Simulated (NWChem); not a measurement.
System: GaH3S; SMILES [SH][GaH2]

Here is an NWChem input.

```
start job
memory heap 200 mb stack 900 mb global 1100 mb
geometry units angstroms noautoz
  Ga    -0.015065    -0.788347     0.000000
  H      1.372392    -1.501657     0.000000
  H     -1.420761    -1.469288     0.000000
  S      0.073655     1.413388     0.000000
  H     -1.265123     1.594664     0.000000
end
basis spherical
  * library def2-svp
end
dft
  xc xpbe96 cpbe96
  iterations 150
  mulliken
end
task dft energy
```

Parts of the log:

```
             Northwest Computational Chemistry Package (NWChem) 7.3.0
             --------------------------------------------------------

 CS  symmetry detected

                             Geometry "geometry" -> ""
                             -------------------------

 Output coordinates in angstroms (scale by  1.889725989 to convert to a.u.)

  No.       Tag          Charge          X              Y              Z
 ---- ---------------- ---------- -------------- -------------- --------------
    1 Ga                  31.0000     0.01146475    -0.72424598     0.00000000
    2 H                    1.0000     1.41291233    -1.40966029     0.00000000
    3 H                    1.0000    -1.38032930    -1.43316854     0.00000000
    4 S                   16.0000     0.05612622     1.47882316     0.00000000
    5 H                    1.0000    -1.28600994     1.63328363     0.00000000

 Effective nuclear repulsion energy (a.u.)     158.2484743687

      Symmetry information
      --------------------

 Group name             Cs
 Group number              2
 Group order               2
 No. of unique centers     5

  pbe96 is a nonlocal functional; adding pw91lda local functional.

                                 NWChem DFT Module
                                 -----------------

 Summary of "ao basis" -> "ao basis" (spherical)
 ------------------------------------------------------------------------------
       Tag                 Description            Shells   Functions and Types
 ---------------- ------------------------------  ------  ---------------------
 Ga                         def2-svp                12       32   5s4p3d
 H                          def2-svp                 3        5   2s1p
 S                          def2-svp                 8       18   4s3p1d

      Symmetry analysis of basis
      --------------------------

        a'         47
        a"         18

            General Information
            -------------------
          SCF calculation type: DFT
          Wavefunction type:  closed shell.
          No. of atoms     :     5
          No. of electrons :    50
           Alpha electrons :    25
            Beta electrons :    25
          Charge           :     0
          Spin multiplicity:     1
          Use of symmetry is: on ; symmetry adaption is: on
          Maximum number of iterations: 150
          AO basis - number of functions:    65
                     number of shells:    29
          Convergence on energy requested:  1.00D-06
          Convergence on density requested:  1.00D-05
          Convergence on gradient requested:  5.00D-04

              XC Information
              --------------
          PerdewBurkeErnzerhof Exchange Functional  1.000
            Perdew 1991 LDA Correlation Functional  1.000 local
           PerdewBurkeErnz. Correlation Functional  1.000 non-local

             Grid Information
             ----------------
          Grid used for XC integration:  medium
          Radial quadrature: Mura-Knowles
          Angular quadrature: Lebedev.
          Tag              B.-S. Rad. Rad. Pts. Rad. Cut. Ang. Pts.
          ---              ---------- --------- --------- ---------
          Ga                  1.30      112           9.0       590
          H                   0.35       45          11.0       434
          S                   1.00       88          10.0       590
          Grid pruning is: on
          Number of quadrature shells:   335
          Spatial weights used:  Erf1

      Superposition of Atomic Density Guess
      -------------------------------------

 Sum of atomic energies:       -2321.82101653

      Non-variational initial energy
      ------------------------------

 Total energy =   -2322.217268
 1-e energy   =   -3550.864376
 2-e energy   =    1070.398633
 HOMO         =      -0.332596
 LUMO         =       0.003408

      Symmetry analysis of molecular orbitals - initial
      -------------------------------------------------

  Numbering of irreducible representations:

     1 a'          2 a"

  Orbital symmetries:

     1 a'          2 a'          3 a'          4 a'          5 a'
     6 a"          7 a'          8 a'          9 a'         10 a"
    11 a'         12 a'         13 a'         14 a"         15 a'
    16 a'         17 a'         18 a"         19 a"         20 a'
    21 a'         22 a'         23 a'         24 a'         25 a"
    26 a"         27 a'         28 a'         29 a'         30 a'
    31 a'         32 a'         33 a'         34 a"         35 a"

     ---------------------------------------------
      Total Density - Mulliken Population Analysis
     ---------------------------------------------

    Atom       Charge   Shell Charges
 -----------   ------   -------------------------------------------------------
    1 Ga  31    30.30   2.00  2.00  2.00  0.98  0.22  6.00  5.98  0.66  0.41  8.09  1.83  0.13
    2 H    1     1.17   0.69  0.47  0.01
    3 H    1     1.17   0.69  0.48  0.01
    4 S   16    16.56   2.00  1.99  1.21  0.63  5.94  1.84  2.93  0.02
    5 H    1     0.79   0.58  0.18  0.03

   convergence    iter        energy       DeltaE   RMS-Dens  Diis-err
 ---------------- ----- ----------------- --------- --------- ---------
 d= 0,ls=0.0,diis     1  -2323.9809831251 -2.48D+03  1.67D-02  2.92D-01
 d= 0,ls=0.0,diis     2  -2323.9619812448  1.90D-02  1.21D-02  3.23D-01
 d= 0,ls=0.0,diis     3  -2324.0101018703 -4.81D-02  4.59D-03  6.31D-02
 d= 0,ls=0.0,diis     4  -2324.0213552205 -1.13D-02  7.36D-04  9.19D-03
 d= 0,ls=0.0,diis     5  -2324.0219552321 -6.00D-04  3.09D-04  4.64D-04
  Resetting Diis
 d= 0,ls=0.0,diis     6  -2324.0219937985 -3.86D-05  5.89D-05  1.76D-05
 d= 0,ls=0.0,diis     7  -2324.0219964471 -2.65D-06  4.07D-05  8.78D-07
 d= 0,ls=0.0,diis     8  -2324.0219961543  2.93D-07  2.55D-05  2.69D-06
 d= 0,ls=0.0,diis     9  -2324.0219966347 -4.80D-07  3.58D-06  5.98D-08

         Total DFT energy =    -2324.021996634695
      One electron energy =    -3550.135117153659
           Coulomb energy =     1169.183605583577
    Exchange-Corr. energy =     -101.318959433339
 Nuclear repulsion energy =      158.248474368725

 Numeric. integr. density =       50.000022058990

                  Occupations of the irreducible representations
                  ----------------------------------------------

                     irrep           alpha         beta
                     --------     --------     --------
                     a'               19.0         19.0
                     a"                6.0          6.0

                       DFT Final Molecular Orbital Analysis
                       ------------------------------------

 Vector   23  Occ=2.000000D+00  E=-2.800706D-01  Symmetry=a'
              MO Center=  4.6D-01, -7.9D-01, -1.1D-16, r^2= 3.1D+00
   Bfn.  Coefficient  Atom+Function         Bfn.  Coefficient  Atom+Function
  ----- ------------  ---------------      ----- ------------  ---------------
    33      0.370073  2 H  s                 12      0.272251  1 Ga px
    54      0.215462  4 S  py                34      0.209714  2 H  s
    38     -0.197424  3 H  s                 51      0.178517  4 S  py
     9     -0.158880  1 Ga px                15      0.151524  1 Ga px
    13     -0.136744  1 Ga py                39     -0.113254  3 H  s

 Vector   24  Occ=2.000000D+00  E=-2.672297D-01  Symmetry=a'
              MO Center= -3.1D-01,  4.3D-01, -1.1D-15, r^2= 3.7D+00
   Bfn.  Coefficient  Atom+Function         Bfn.  Coefficient  Atom+Function
  ----- ------------  ---------------      ----- ------------  ---------------
    54      0.406172  4 S  py                51      0.319924  4 S  py
    38      0.278685  3 H  s                 13     -0.214379  1 Ga py
    39      0.201610  3 H  s                 48      0.183154  4 S  py
    46      0.171281  4 S  s                 53      0.160587  4 S  px
    50      0.132792  4 S  px                12     -0.131334  1 Ga px

 Vector   25  Occ=2.000000D+00  E=-2.374059D-01  Symmetry=a"
              MO Center=  2.9D-02,  1.2D+00,  1.6D-14, r^2= 1.8D+00
   Bfn.  Coefficient  Atom+Function         Bfn.  Coefficient  Atom+Function
  ----- ------------  ---------------      ----- ------------  ---------------
    55      0.596922  4 S  pz                52      0.429612  4 S  pz
    49      0.246269  4 S  pz                17      0.141324  1 Ga pz
    14      0.137127  1 Ga pz                11     -0.074483  1 Ga pz
    19     -0.052066  1 Ga d -1              29      0.038209  1 Ga d -1

 Vector   26  Occ=0.000000D+00  E=-7.981680D-02  Symmetry=a"
              MO Center=  9.2D-03, -5.7D-01,  2.0D-13, r^2= 3.8D+00
   Bfn.  Coefficient  Atom+Function         Bfn.  Coefficient  Atom+Function
  ----- ------------  ---------------      ----- ------------  ---------------
    17      0.661857  1 Ga pz                14      0.467716  1 Ga pz
    55     -0.342530  4 S  pz                11     -0.224599  1 Ga pz
    52     -0.180332  4 S  pz                49     -0.102313  4 S  pz
     8      0.072413  1 Ga pz                57     -0.044158  4 S  d -1

 Vector   27  Occ=0.000000D+00  E=-8.195552D-03  Symmetry=a'
              MO Center= -9.5D-02, -2.4D-01, -2.2D-13, r^2= 4.5D+00
   Bfn.  Coefficient  Atom+Function         Bfn.  Coefficient  Atom+Function
  ----- ------------  ---------------      ----- ------------  ---------------
     5      0.823081  1 Ga s                  4      0.784958  1 Ga s
    46     -0.608467  4 S  s                 54      0.570000  4 S  py
    39     -0.527832  3 H  s                 16      0.485957  1 Ga py
    34     -0.480511  2 H  s                  3     -0.317429  1 Ga s
    45     -0.261255  4 S  s                 51      0.214981  4 S  py

 Vector   28  Occ=0.000000D+00  E=-4.699617D-03  Symmetry=a'
              MO Center= -5.9D-01,  9.3D-01, -2.1D-14, r^2= 4.3D+00
   Bfn.  Coefficient  Atom+Function         Bfn.  Coefficient  Atom+Function
  ----- ------------  ---------------      ----- ------------  ---------------
    62      1.019289  5 H  s                 46     -0.832680  4 S  s
    53      0.690563  4 S  px                 4     -0.619902  1 Ga s
    39      0.534662  3 H  s                 16      0.443422  1 Ga py
    61      0.308916  5 H  s                 15      0.289765  1 Ga px
    50      0.221175  4 S  px                 3      0.173377  1 Ga s

     ---------------------------------------------
      Total Density - Mulliken Population Analysis
     ---------------------------------------------

    Atom       Charge   Shell Charges
 -----------   ------   -------------------------------------------------------
    1 Ga  31    30.79   2.00  2.00  1.99  1.16  0.12  6.00  5.98  0.97  0.50  8.00  1.83  0.23
    2 H    1     1.06   0.69  0.35  0.01
    3 H    1     1.07   0.69  0.37  0.01
    4 S   16    16.18   2.00  1.98  1.27  0.59  5.92  1.82  2.56  0.04
    5 H    1     0.91   0.71  0.17  0.03

     -------------------------------------------
      Total Density - Lowdin Population Analysis
     -------------------------------------------

    Atom       Charge   Shell Charges
 -----------   ------   -------------------------------------------------------
    1 Ga  31    30.98   2.00  2.00  1.95  0.78  0.34  5.99  5.84  1.09  0.78  7.73  2.04  0.45
    2 H    1     1.07   0.59  0.45  0.02
    3 H    1     1.07   0.59  0.45  0.02
    4 S   16    15.88   2.00  1.95  0.98  0.65  5.81  1.88  2.57  0.05
    5 H    1     1.00   0.61  0.30  0.08

     Multipole analysis of the density
     ---------------------------------

     L   x y z        total         alpha         beta         nuclear
     -   - - -        -----         -----         ----         -------
     0   0 0 0     -0.000000    -25.000000    -25.000000     50.000000

     1   1 0 0     -0.362081     -0.181041     -0.181041      0.000000
     1   0 1 0     -0.206324     -0.103162     -0.103162      0.000000
     1   0 0 1      0.000000      0.000000      0.000000      0.000000

     2   2 0 0    -23.308499    -21.670958    -21.670958     20.033417
     2   1 1 0     -1.487575      1.119042      1.119042     -3.725660
     2   1 0 1     -0.000000     -0.000000     -0.000000      0.000000
     2   0 2 0    -24.486577   -115.732582   -115.732582    206.978586
     2   0 1 1      0.000000      0.000000      0.000000      0.000000
     2   0 0 2    -22.767890    -11.383945    -11.383945      0.000000
```

Level: PBE/def2-SVP. The geometry was optimised at PBE0/def2-SVP.
